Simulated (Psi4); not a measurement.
H$_{2}$FGa (SMILES [F][GaH2]), singlet, at a GFN2-xTB geometry (such geometries of metal compounds can be far from the true shape), atoms displaced at random by about 0.08 Å a coordinate; B3LYP/6-31G, gradient in Psi4.

Psi4 was given this input:
```
memory 2 GB

molecule mol {
0 1
  Ga   -0.225245   -0.286596    0.041561
  H     0.643224   -1.065558    1.219745
  H    -1.471136   -0.744611   -0.530013
  F     0.681512    1.223717   -0.290820
symmetry c1
no_reorient
no_com
}

set basis 6-31g
set reference rks

gradient('b3lyp')
print_variables()
```

What the program printed (banner, timings and long lists left out):

```
gradient() will perform analytic gradient computation.

   => Loading Basis Set <=

    Name: 6-31G
    Role: ORBITAL
    Keyword: BASIS

         ---------------------------------------------------------
                                   SCF
               by Justin Turney, Rob Parrish, Andy Simmonett
                          and Daniel G. A. Smith
                              RKS Reference
         ---------------------------------------------------------

  ==> Geometry <==

    Molecular point group: c1
    Full point group: C1

    Geometry (in Angstrom), charge = 0, multiplicity = 1:

       Center              X                  Y                   Z               Mass
    ------------   -----------------  -----------------  -----------------  -----------------
         GA          -0.225245000000    -0.286596000000     0.041561000000    68.925573500000
         H            0.643224000000    -1.065558000000     1.219745000000     1.007825032230
         H           -1.471136000000    -0.744611000000    -0.530013000000     1.007825032230
         F            0.681512000000     1.223717000000    -0.290820000000    18.998403162730

  Running in c1 symmetry.

  Rotational constants: A =      4.16222  B =      0.33576  C =      0.31088 [cm^-1]
  Rotational constants: A = 124780.34661  B =  10065.89315  C =   9319.82816 [MHz]
  Nuclear repulsion =  107.156639735565562

  Charge       = 0
  Multiplicity = 1
  Electrons    = 42
  Nalpha       = 21
  Nbeta        = 21

  ==> Algorithm <==

  SCF Algorithm Type is DF.
  DIIS enabled.
  MOM disabled.
  Fractional occupation disabled.
  Guess Type is SAD.
  Energy threshold   = 1.00e-08
  Density threshold  = 1.00e-08
  Integral threshold = 1.00e-12

  ==> Primary Basis <==

  Basis Set: 6-31G
    Blend: 6-31G
    Number of shells: 20
    Number of basis functions: 42
    Number of Cartesian functions: 42
    Spherical Harmonics?: false
    Max angular momentum: 2

  ==> DFT Potential <==

   => LibXC <=

    Version 7.1.2
    S. Lehtola, C. Steigemann, M. J. T. Oliveira, and M. A. L. Marques,  SoftwareX 7, 1–5 (2018) (10.1016/j.softx.2017.11.002)

   => Composite Functional: B3LYP <=

    B3LYP Hyb-GGA Exchange-Correlation Functional

    P. J. Stephens, F. J. Devlin, C. F. Chabalowski, and M. J. Frisch,  J. Phys. Chem. 98, 11623 (1994) (10.1021/j100096a001)

    Deriv               =              1
    GGA                 =           TRUE
    Meta                =          FALSE

    Exchange Hybrid     =           TRUE
    MP2 Hybrid          =          FALSE

   => Exchange Functionals <=

    0.0800   Slater exchange
    0.7200         Becke 88

   => Exact (HF) Exchange <=

    0.2000               HF

   => Correlation Functionals <=

    0.1900   Vosko, Wilk & Nusair (VWN5_RPA)
    0.8100   Lee, Yang & Parr

   => LibXC Density Thresholds  <==

    XC_HYB_GGA_XC_B3LYP:  1.00E-15

   => Molecular Quadrature <=

    Radial Scheme          =       TREUTLER
    Pruning Scheme         =           NONE
    Nuclear Scheme         =       TREUTLER

    Blocking Scheme        =         OCTREE
    BS radius alpha        =              1
    Pruning alpha          =              1
    Radial Points          =             75
    Spherical Points       =            302
    Total Points           =          87866
    Total Blocks           =            709
    Max Points             =            256
    Max Functions          =             41
    Weights Tolerance      =       1.00E-15

   => Loading Basis Set <=

    Name: (6-31G AUX)
    Role: JKFIT
    Keyword: DF_BASIS_SCF

  ==> Integral Setup <==

  SCF_SUBTYPE=INCORE selected. In-core MEM_DF algorithm will be used.
  Using in-core AOs.

  ==> MemDFJK: Density-Fitted J/K Matrices <==

    J tasked:                   Yes
    K tasked:                   Yes
    wK tasked:                   No
    Algorithm:                 Core
    Schwarz Cutoff:           1E-12
    Mask sparsity (%):       0.5669
    Fitting Condition:        1E-10

   => Auxiliary Basis Set <=

  Basis Set: (6-31G AUX)
    Blend: CC-PVDZ-JKFIT
    Number of shells: 89
    Number of basis functions: 340
    Number of Cartesian functions: 340
    Spherical Harmonics?: false
    Max angular momentum: 3

  Minimum eigenvalue in the overlap matrix is 7.9401866665E-04.
  Reciprocal condition number of the overlap matrix is 1.8103523211E-04.
    Using symmetric orthogonalization.

  ==> Pre-Iterations <==

  SCF Guess: Superposition of Atomic Densities via on-the-fly atomic UHF (no occupation information).

   -------------------------
    Irrep   Nso     Nmo
   -------------------------
     A         42      42
   -------------------------
    Total      42      42
   -------------------------

  ==> Iterations <==

                           Total Energy        Delta E     RMS |[F,P]|

   @DF-RKS iter SAD: -2022.04421476066523   -2.02204e+03   0.00000e+00
   @DF-RKS iter   1: -2023.60361508586584   -1.55940e+00   7.32362e-02 DIIS/ADIIS
   @DF-RKS iter   2: -1978.52845776539607    4.50752e+01   1.86096e-01 ADIIS
   @DF-RKS iter   3: -2024.21512583915160   -4.56867e+01   6.89530e-02 DIIS/ADIIS
   @DF-RKS iter   4: -2025.49542861770942   -1.28030e+00   4.51963e-03 DIIS/ADIIS
   @DF-RKS iter   5: -2025.49716622195797   -1.73760e-03   3.07697e-03 DIIS/ADIIS
   @DF-RKS iter   6: -2025.50226878373132   -5.10256e-03   6.01855e-04 DIIS/ADIIS
   @DF-RKS iter   7: -2025.50242139481566   -1.52611e-04   4.69894e-05 DIIS
   @DF-RKS iter   8: -2025.50242433064409   -2.93583e-06   9.03038e-06 DIIS
   @DF-RKS iter   9: -2025.50242441316323   -8.25191e-08   1.87268e-06 DIIS
   @DF-RKS iter  10: -2025.50242441679120   -3.62797e-09   2.10526e-07 DIIS
   @DF-RKS iter  11: -2025.50242441682781   -3.66072e-11   2.35695e-08 DIIS
   @DF-RKS iter  12: -2025.50242441682781    0.00000e+00   3.05785e-09 DIIS
  Energy and wave function converged.

  ==> Post-Iterations <==

   Electrons on quadrature grid:
      Ntotal   =   41.9999703592 ; deviation = -2.964e-05

    Orbital Energies [Eh]
    ---------------------

    Doubly Occupied:

[...]
    Virtual:

[...]
    Final Occupation by Irrep:
              A
    DOCC [    21 ]
    NA   [    21 ]
    NB   [    21 ]

  @DF-RKS Final Energy: -2025.50242441682781

   => Energetics <=

    Nuclear Repulsion Energy =            107.1566397355655624
    One-Electron Energy =               -3038.2268130375864530
    Two-Electron Energy =                 975.0987821727228493
    DFT Exchange-Correlation Energy =     -69.5310332875297661
    Empirical Dispersion Energy =           0.0000000000000000
    VV10 Nonlocal Energy =                  0.0000000000000000
    Total Energy =                      -2025.5024244168278074

Computation Completed

Properties will be evaluated at   0.000000,   0.000000,   0.000000 [a0]

Properties computed using the SCF density matrix

 Multipole Moments:

 ------------------------------------------------------------------------------------
     Multipole            Electronic (a.u.)      Nuclear  (a.u.)        Total (a.u.)
 ------------------------------------------------------------------------------------

 L = 1.  Multiply by 2.5417464519 to convert [e a0] to [Debye]
 Dipole X            :          2.4644022           -3.1688799           -0.7044776
 Dipole Y            :         -1.3208113            0.6024598           -0.7183515
 Dipole Z            :          1.1366768           -1.2080207           -0.0713438
 Magnitude           :                                                    1.0086662

 ------------------------------------------------------------------------------------

         ------------------------------------------------------------
                                   SCF GRAD
                          Rob Parrish, Justin Turney,
                       Andy Simmonett, and Alex Sokolov
         ------------------------------------------------------------

  ==> Geometry <==

    Molecular point group: c1
    Full point group: C1

    Geometry (in Angstrom), charge = 0, multiplicity = 1:

       Center              X                  Y                   Z               Mass
    ------------   -----------------  -----------------  -----------------  -----------------
         GA          -0.225245000000    -0.286596000000     0.041561000000    68.925573500000
         H            0.643224000000    -1.065558000000     1.219745000000     1.007825032230
         H           -1.471136000000    -0.744611000000    -0.530013000000     1.007825032230
         F            0.681512000000     1.223717000000    -0.290820000000    18.998403162730

  Nuclear repulsion =  107.156639735565562

  ==> Basis Set <==

  Basis Set: 6-31G
    Blend: 6-31G
    Number of shells: 20
    Number of basis functions: 42
    Number of Cartesian functions: 42
    Spherical Harmonics?: false
    Max angular momentum: 2

  ==> DFJKGrad: Density-Fitted SCF Gradients <==

    Gradient:                    1
    J tasked:                  Yes
    K tasked:                  Yes
    wK tasked:                  No
    Integrals threads:           1
    Schwarz Cutoff:          1E-12
    Fitting Condition:       1E-10

   => Auxiliary Basis Set <=

  Basis Set: (6-31G AUX)
    Blend: CC-PVDZ-JKFIT
    Number of shells: 89
    Number of basis functions: 340
    Number of Cartesian functions: 340
    Spherical Harmonics?: false
    Max angular momentum: 3

  ==> DFT Potential <==

   => LibXC <=

    Version 7.1.2
    S. Lehtola, C. Steigemann, M. J. T. Oliveira, and M. A. L. Marques,  SoftwareX 7, 1–5 (2018) (10.1016/j.softx.2017.11.002)

   => Composite Functional: B3LYP <=

    B3LYP Hyb-GGA Exchange-Correlation Functional

    P. J. Stephens, F. J. Devlin, C. F. Chabalowski, and M. J. Frisch,  J. Phys. Chem. 98, 11623 (1994) (10.1021/j100096a001)

    Deriv               =              1
    GGA                 =           TRUE
    Meta                =          FALSE

    Exchange Hybrid     =           TRUE
    MP2 Hybrid          =          FALSE

   => Exchange Functionals <=

    0.0800   Slater exchange
    0.7200         Becke 88

   => Exact (HF) Exchange <=

    0.2000               HF

   => Correlation Functionals <=

    0.1900   Vosko, Wilk & Nusair (VWN5_RPA)
    0.8100   Lee, Yang & Parr

   => LibXC Density Thresholds  <==

    XC_HYB_GGA_XC_B3LYP:  1.00E-15

   => Molecular Quadrature <=

    Radial Scheme          =       TREUTLER
    Pruning Scheme         =           NONE
    Nuclear Scheme         =       TREUTLER

    Blocking Scheme        =         OCTREE
    BS radius alpha        =              1
    Pruning alpha          =              1
    Radial Points          =             75
    Spherical Points       =            302
    Total Points           =          87866
    Total Blocks           =            709
    Max Points             =            256
    Max Functions          =             41
    Weights Tolerance      =       1.00E-15

  -Total Gradient:
     Atom            X                  Y                   Z
    ------   -----------------  -----------------  -----------------
       1       -0.054209874641    -0.004304370035    -0.038663774834
       2        0.011652309046    -0.006926208191     0.014276876724
       3        0.030612822182     0.004280655698     0.019630997547
       4        0.011908144877     0.006842730808     0.004793309812

  Variable Map:
  ----------------------------------------------------------------------------
[...]
  Array Variable Map:
  ----------------------------------------------------------------------------
[...]
[...]
```
